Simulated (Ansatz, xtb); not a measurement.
## CH5F2Si2+: where a starting geometry ends

The starting geometry of this gas-phase singlet was built from a drawn formula by distance geometry and a force field; its bonds are those of `F[C+](F)[SiH2][SiH3]`.

```xyz
10

C     0.7311    0.7539   -2.0262
F     1.0629   -0.5658   -2.3036
F     0.2028    1.4930   -3.0482
Si    0.9832    1.4771   -0.4317
Si   -0.9188    1.1018    0.8080
H     1.2713    2.9109   -0.5496
H     2.1590    0.7966    0.3088
H    -0.7471    1.7341    2.1697
H    -1.1922   -0.3186    0.9761
H    -2.1161    1.7790    0.1800
```

Problem. Where would you expect an optimisation with r2SCAN-D4/def2-SVP to take it?

Solution. It keeps its bonds, and is `F[C+](F)[SiH2][SiH3]`.

The energy falls by 1.18 eV over 11 steps:

```json
{"step": "1", "E − E(last) (eV)": "1.178"}
{"step": "2", "E − E(last) (eV)": "0.641"}
{"step": "3", "E − E(last) (eV)": "0.302"}
{"step": "4", "E − E(last) (eV)": "0.155"}
{"step": "5", "E − E(last) (eV)": "0.043"}
{"step": "7", "E − E(last) (eV)": "0.003"}
{"step": "8", "E − E(last) (eV)": "0.001"}
{"step": "9", "E − E(last) (eV)": "0.000"}
{"step": "10", "E − E(last) (eV)": "0.000"}
{"step": "11", "E − E(last) (eV)": "0.000"}
```

Final geometry (Å):

```yaml
atoms:
  - { symbol: C, position_ang: [0.7216, 0.7568, -1.9804] }
  - { symbol: F, position_ang: [0.9082, -0.4692, -2.2355] }
  - { symbol: F, position_ang: [0.1411, 1.3609, -2.9296] }
  - { symbol: Si, position_ang: [1.0791, 1.5536, -0.2752] }
  - { symbol: Si, position_ang: [-1.0076, 1.0965, 0.8327] }
  - { symbol: H, position_ang: [1.3060, 2.9812, -0.6104] }
  - { symbol: H, position_ang: [2.2348, 0.7705, 0.2279] }
  - { symbol: H, position_ang: [-0.7533, 1.7102, 2.1644] }
  - { symbol: H, position_ang: [-1.1409, -0.3825, 0.8567] }
  - { symbol: H, position_ang: [-2.0531, 1.7839, 0.0326] }
```

From the same start GFN2-xTB ends elsewhere, at `FC(F)([SiH2+])[SiH3]`.

The end wasn't checked by frequencies. Run with Ansatz 0.2.0, 24 s on 2 threads of Intel(R) Xeon(R) Platinum 8375C CPU @ 2.90GHz (Ice Lake), with other jobs on the host.
